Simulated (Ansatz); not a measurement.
Saddle point of BH5SO2, closed shell (BH₃SO₂ ([OH][B]([OH])[SH]) + H₂ → BH₃O₂ ([OH][BH][OH]) + H₂S; bonds formed: B1–H6, S2–H5; bonds broken: B1–S2, H5–H6), PBE0-D4/def2-TZVP structure:

B1  (-0.124, -0.375, 0.119)
S2  (0.893, 1.419, -0.612)
O3  (-1.387, -0.092, 0.578)
O4  (0.109, -1.424, -0.746)
H5  (0.949, 0.388, 0.718)
H6  (0.649, -0.432, 1.232)
H7  (0.036, 2.219, 0.040)
H8  (-2.050, -0.321, -0.079)
H9  (0.924, -1.381, -1.248)
(Å)

Energies are electronic, without zero-point energy. Barriers and step energies count from the start structure reached by relaxing down the imaginary mode; all methods use the PBE0-D4 structures, on which another method's saddle can fall below an end. Program: Ansatz 0.2.0. Basis: def2-TZVPP, with def2-QZVPP for the basis limit. Cores are frozen in the correlated methods. B3LYP uses VWN-RPA correlation. Extrapolation: Hartree–Fock as exp(−7.88 √X), correlation as X^−2.97.

```csv
method,barrier (eV),step energy (eV)
SPW92,1.428,0.351
PBE-D4,?,0.353
BLYP-D4,1.987,0.298
r2SCAN-D4,1.892,0.372
B97M-V,2.020,0.334
PBE0-D4,1.906,0.326
B3LYP-D4,2.086,0.272
r2SCAN0-D4,1.994,0.342
BHLYP-D4,2.278,0.236
CAM-B3LYP-D4,2.152,0.230
wB97X-V,2.160,0.286
wB97M-V,2.120,0.289
B2PLYP,2.161,0.248
PBE-QIDH,2.070,0.315
RPA on PBE,?,0.241
HF,?,0.108
MP2,2.164,0.342
CCSD,2.283,0.230
CCSD(T),2.190,0.276
```

Problem. Fill in the withheld barriers. (An estimate is asked for; the value comes from the calculation.)

Solution. The calculation gives: PBE-D4 1.756; RPA on PBE 2.192; HF 2.779 eV. Each is the energy of the saddle less that of the start structure, by the same method.

For comparison, the barrier by CCSD(T) at an estimated basis limit (MP2 extrapolated from triple and quadruple zeta, plus CCSD(T) − MP2 in triple zeta) is 2.181 eV.

T1 diagnostic: at most 0.013.

Labels in which every atom is bracketed show which atoms are joined, not bond orders.

For scale, one of the runs: CCSD(T)/def2-TZVPP, 205 basis functions, launched by `ansatz run in.yaml --threads 4 --pin off --events-out ev --progress --plain --max-ram 9574MiB`. Hardware: 4 CPU threads of an AMD EPYC, shared host. Wall time 77 s; peak host memory 2.8 GiB.
